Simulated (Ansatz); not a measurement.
C$_{2}$H$_{9}$BO$_{2}$ at its PBE0-D4/def2-TZVP geometry, where that method's forces vanish. The species carries charge 0 and has multiplicity 1. The bonds changed during the relaxation, so this is another structure than the one it started from.

```xyz
14

C     1.1715    0.0359   -1.7449
B     0.2644    0.0250   -0.4618
C    -0.1512    1.3283    0.2993
O    -0.2104   -1.1587    0.0438
O    -1.3531   -1.2222    2.7172
H     0.8740    0.8276   -2.4384
H     1.1985   -0.9092   -2.2952
H     2.2010    0.2727   -1.4501
H     0.6517    2.0697    0.3173
H    -0.4869    1.1384    1.3207
H    -0.9828    1.8004   -0.2396
H     0.0566   -1.9286   -0.4650
H    -0.9596   -1.2751    1.8356
H    -2.2738   -1.0043    2.5612
```

(1) What forces (eV/Å) does ωB97M-V/def2-TZVPP give on these atoms in Ansatz? (An estimate is asked.)

Results:

(1) The calculation gave: 
```
C1   0.086  0.009 -0.102
B2   0.033  0.118 -0.039
C3  -0.035  0.103  0.053
O4  -0.013 -0.186  0.004
O5   0.029  0.005 -0.049
H6   0.014 -0.055  0.052
H7  -0.007  0.061  0.042
H8  -0.073 -0.017 -0.015
H9  -0.049 -0.051  0.000
H10  0.024  0.007 -0.070
H11  0.053 -0.037  0.033
H12 -0.019  0.042  0.025
H13 -0.073  0.011  0.078
H14  0.029 -0.009 -0.012
```
